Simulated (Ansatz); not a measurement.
C₄H₆O (SMILES C#CCOC), singlet, geometry from GFN2-xTB; MP2/def2-TZVPD (Ansatz, a quantum-chemistry and plane-wave program).

Here is a job for Ansatz.
Ansatz 0.2 input:
```yaml
crystal:
  periodic: [false, false, false]
  atoms:
    - {symbol: C, position_ang: [2.46875322, 0.31552365, 0.60064564]}
    - {symbol: C, position_ang: [1.41122592, 0.20822653, 0.05214664]}
    - {symbol: C, position_ang: [0.11880837, 0.07472516, -0.59338786]}
    - {symbol: O, position_ang: [-0.87747987, -0.16888962, 0.37954994]}
    - {symbol: C, position_ang: [-2.15477702, -0.30859791, -0.17723593]}
    - {symbol: H, position_ang: [3.40140440, 0.41144033, 1.07089855]}
    - {symbol: H, position_ang: [-0.10713442, 1.00220628, -1.14930705]}
    - {symbol: H, position_ang: [0.15885942, -0.75834461, -1.31775530]}
    - {symbol: H, position_ang: [-2.83489236, -0.49071586, 0.65222607]}
    - {symbol: H, position_ang: [-2.46387110, 0.60155003, -0.70873791]}
    - {symbol: H, position_ang: [-2.19858995, -1.15428373, -0.87673483]}
basis:
  gaussian:
    orbitals: def2-TZVPD
magnetization: {spin_polarized: false}
correlation: {method: mp2}
```

Write the output that Ansatz gives for this input, abridged.


```
Functional definition: HF
1638 factors; integrals over basis functions are off by at most 8.2e-4 eV
mean field evaluation 1: about -6250.5949 eV, gradient 3.5e1 eV
mean field evaluation 2: about -6250.7025 eV, gradient 3.5e1 eV
mean field evaluation 4: about -6253.8514 eV, gradient 5.1e0 eV
mean field evaluation 8: about -6253.9107 eV, gradient 1.9e-4 eV
mean field -6253.91068940 eV, -229.8269787824 hartree, gradient 1.2e-6 eV, S^2 0.000000; 0 other end points of the search recorded, 0 dependent functions left out
5 core orbitals not correlated
reference -6253.91068940 eV, -229.8269787824 hartree; 14, 14 occupied and 223, 223 virtual orbitals, 1638 factors
second order -23.66316116 eV of doubles, -0.00000000 eV of singles
Total energy: -6277.57385055 eV, -230.6965839154 hartree
```
